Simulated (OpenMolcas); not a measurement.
**Ti2+, Zr2+, Hf2+: d2 down the group**

* Program: OpenMolcas 26.06
* Method: CASSCF
* Basis: ANO-RCC-VQZP
* Scalar Hamiltonian: DKH2, point nucleus
* Spin-orbit coupling: state interaction with AMFI integrals over the reference wave functions, term energies averaged over their components

Active space for each ion: 2 electrons in 5 orbitals (d).

Computed levels in cm-1 above 3F2:

| Level | Ti2+ | Zr2+ | Hf2+ |
| --- | --- | --- | --- |
| 3F3 | 195 | 674 | 3141 |
| 3F4 | 450 | 1500 | 6273 |
| 1D2 | 11343 | 9162 | 11029 |
| 3P0 | 13563 | 10240 | 11063 |
| 3P1 | 13630 | 10496 | 12630 |
| 3P2 | 13772 | 11122 | 16076 |
| 1G4 | 17475 | 13837 | 16808 |
| 1S0 | 42368 | 32969 | 35775 |
| weight of 3F in the lowest level (%) | 100 | 100 | 95 |

Mixed levels, with the weight of the term that names them: Hf2+ 1D2 (62 %), Hf2+ 3P2 (66 %).

Measured, with the error of the calculation in %. Measured levels: Ti2+ from Corliss and Sugar, J. Phys. Chem. Ref. Data 8, 1 (1979); Zr2+ from Moore, Atomic Energy Levels, vol. II, NSRDS-NBS 35 (1971 reprint of NBS Circular 467, 1952); NIST levels as listed in Rynkun, Gaigalas and Jonsson, Astron. Astrophys. 637, A10 (2020).

```tsv
Level	Ti2+	Zr2+
3F3	185 (+5.6)	681 (-1.0)
3F4	420 (+7.1)	1486 (+0.9)
1D2	8474 (+33.9)	5742 (+59.6)
3P0	10538 (+28.7)	8062 (+27.0)
3P1	10604 (+28.5)	8326 (+26.1)
3P2	10721 (+28.5)	8838 (+25.8)
1G4	14398 (+21.4)	11049 (+25.2)
1S0	32476 (+30.5)	23979 (+37.5)
```

The fine-structure level 3F4 changes by a factor of 13.9 from Ti2+ to Hf2+.

Without spin-orbit coupling 1D lies 11094, 8440, 8193 cm-1 above 3F in that order; the difference to the level 1D2, of either sign, comes from spin-orbit coupling, which also lowers the zero.

Without dynamic correlation excited terms often stand tens of per cent too high (terms of higher spin than the ground term too low), and those without a measured partner can miss by more than the paired ones. Levels of configurations with an s electron are missing; early in the row they begin among the upper levels of the d shell and mix with terms of their name (holds for Zr2+). Some levels mix across a computed gap that differs much from the measured one, so their mixing is not that of the real levels (holds for Zr2+). Configurations with an s electron lie low in 5d ions of this charge, fall among these levels and mix in, so low-spin terms can stand far too high, up to twice their true height, and weights are not those of the real levels (holds for Hf2+). Computed and measured levels are paired by configuration, term and J; levels that our copy of the source lacks, or whose pairing is in doubt (as where it misses far off the trend of its configuration), stay unpaired and out of the deviations. Levels of configurations outside the active space are missing.
